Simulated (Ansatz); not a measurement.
C3H6BI (`C=CBCI`), charge 0, multiplicity 1.

Problem. Give a relaxed structure at PBE0-D4/def2-TZVP (Ansatz). (An estimate is asked.)

Solution. Ansatz gave: 
Z-matrix (Å, degrees):
```
B
C 1 1.542
I 1 2.674 2 110.8
C 1 1.557 2 122.0 3 -60.0
H 1 1.198 2 119.7 3 121.7
C 2 1.336 1 121.4 3 -128.1
H 2 1.090 1 120.8 3 55.0
H 4 1.086 1 119.3 2 -158.6
H 4 1.087 1 119.3 2 -14.3
H 6 1.086 2 120.8 1 3.2
H 6 1.086 2 122.8 1 -176.6
```
This is one stationary point; other conformers may exist.
